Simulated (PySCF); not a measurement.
Species: cyclo-(F2GeO)3.
Structure used (PBE0-D3(BJ)/def2-SVP), in Å, numbered top down from 1:
```xyz
12
F6Ge3O3 angstrom
Ge    -1.717    0.275    0.521
F     -3.026   -0.786    0.284
F     -2.306    1.653    1.328
O     -1.049    0.743   -1.022
Ge     0.561    0.511   -1.654
F      0.502   -0.512   -3.014
F      1.206    2.000   -2.164
O      1.592   -0.188   -0.433
Ge     1.187   -0.793    1.152
F      2.151   -0.021    2.323
F      1.514   -2.461    1.232
O     -0.499   -0.505    1.498
```

The calculation used TDDFT wB97X-D/def2-SVPD, vertical, gas phase, core orbitals frozen in the response in PySCF. The wB97X-D/def2-SVPD calculation is non-relativistic and has no spin–orbit coupling, an omission that weighs most on germanium.

Transition dipole moments from the ground state, in atomic units and in the frame of the coordinates above (overall signs are arbitrary), for the states with f of 0.002 or more among the lowest 11:

```tsv
state	E (eV)	μx	μy	μz
S3	7.817	0.094	-0.277	0.616
S4	7.820	-0.647	0.117	0.156
S5	8.069	0.154	0.549	0.221
S11	9.369	0.219	0.803	0.332
```

Q: What oscillator strength does each state have?

A: f = (2/3) ΔE |μ|² with ΔE in hartree (27.2114 eV).

| state | \|μ\|² (au) | \|μ\| (D) | f |
| --- | --- | --- | --- |
| S3 | 0.465 | 1.73 | 0.089 |
| S4 | 0.457 | 1.72 | 0.087 |
| S5 | 0.375 | 1.56 | 0.074 |
| S11 | 0.804 | 2.28 | 0.185 |

Q: What angle do the transition dipoles of S5 and S11 make?

A: |cos θ| = |μa·μb| / (|μa| |μb|) = 1.00, so θ ≈ 1° (taken between 0 and 90°, since the signs are arbitrary).

S3/S4 coincide within about 0.01 eV; within a degenerate level the directions of the single components are arbitrary.

One conformer stands for the species.
